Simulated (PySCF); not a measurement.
## `O=C1C[C@@H]2C[C@H](F)[C@H]1C2`: 4 charge schemes on one density

Species: C7H9FO.
Z-matrix (Å and degrees, PBE0-D3(BJ)/def2-SVP geometry), rows numbered from 1:
```
O 
C   1  1.1990
C   2  1.5282  1  127.25
C   3  1.5327  2  102.44  1   179.30
C   4  1.5336  3  108.59  2    70.26
C   5  1.5428  4  103.22  3   -69.50
F   6  1.3745  5  111.64  4   118.05
C   2  1.5251  1  127.19  3   177.89
C   8  1.5355  2  100.60  1  -144.53
H   3  1.1005  2  110.76  1   -57.59
H   3  1.1027  2  108.78  1    60.25
H   4  1.0985  3  114.21  2  -160.88
H   5  1.0999  4  111.35  3   171.05
H   5  1.0998  4  113.60  3    49.20
H   6  1.1025  5  112.23  4  -121.45
H   8  1.0960  2  113.16  1   -15.89
H   9  1.1011  4  113.66  3   -62.28
H   9  1.1012  4  113.21  3   173.40
```

Density: PBE0/pcSseg-1 (PySCF); schemes: Mulliken, IAO, Hirshfeld and ESP-fitted. Isolated species at its PBE0-D3(BJ)/def2-SVP geometry, gas phase.

Question: Tabulate the Mulliken, IAO, Hirshfeld and ESP-fitted charges.

Answer: In e:

```csv
atom,environment,Mulliken,IAO,Hirshfeld,ESP-fitted
O1,ketone oxygen,-0.334,-0.391,-0.237,-0.530
C2,ketone carbonyl carbon,+0.294,+0.392,+0.161,+0.730
C3,sp3 carbon next to a carbonyl,-0.148,-0.328,-0.080,-0.509
C4,sp3 carbon at a ring junction,-0.344,-0.109,-0.026,+0.200
C5,ring CH2 carbon,-0.128,-0.287,-0.080,-0.366
C6,sp3 C–F carbon,+0.239,+0.178,+0.069,+0.276
F7,alkyl fluorine,-0.324,-0.321,-0.113,-0.265
C8,sp3 carbon at a ring junction,-0.343,-0.191,-0.051,-0.194
C9,ring CH2 carbon,-0.112,-0.262,-0.067,-0.315
H10,methylene hydrogen,+0.154,+0.160,+0.053,+0.162
H11,methylene hydrogen,+0.156,+0.161,+0.054,+0.147
H12,methine hydrogen,+0.113,+0.138,+0.044,+0.036
H13,methylene hydrogen,+0.134,+0.141,+0.044,+0.106
H14,methylene hydrogen,+0.139,+0.150,+0.043,+0.137
H15,methine hydrogen,+0.117,+0.138,+0.045,+0.067
H16,methine hydrogen,+0.117,+0.155,+0.051,+0.088
H17,methylene hydrogen,+0.138,+0.139,+0.045,+0.112
H18,methylene hydrogen,+0.130,+0.135,+0.044,+0.119
```

Mean size of the charges over all atoms: ESP-fitted 0.242 e, IAO 0.210 e, Mulliken 0.193 e, Hirshfeld 0.073 e. Each set sums to the total charge, 0, to within 0.001 e. The ESP scheme fits charges at the nuclei, held to the total charge, to the electrostatic potential on points at 1.4 to 2.0 times the van der Waals radii.

Lowest charge. The schemes don't all agree: Mulliken C4 (-0.344); IAO O1 (-0.391); Hirshfeld O1 (-0.237); ESP-fitted O1 (-0.530).

Highest charge. All schemes agree: Mulliken C2 (+0.294); IAO C2 (+0.392); Hirshfeld C2 (+0.161); ESP-fitted C2 (+0.730).

Question: How many electrons does the Hirshfeld scheme count on C2?

Answer: Z − q = 6 − (+0.161) = 5.839.

Question: How closely do the schemes follow one another over all atoms?

Answer: Correlation coefficient and root-mean-square difference: IAO with Hirshfeld 0.95, 0.147 e; IAO with ESP-fitted 0.92, 0.130 e; Hirshfeld with ESP-fitted 0.90, 0.226 e; Mulliken with IAO 0.90, 0.099 e; Mulliken with Hirshfeld 0.87, 0.142 e; Mulliken with ESP-fitted 0.72, 0.209 e.
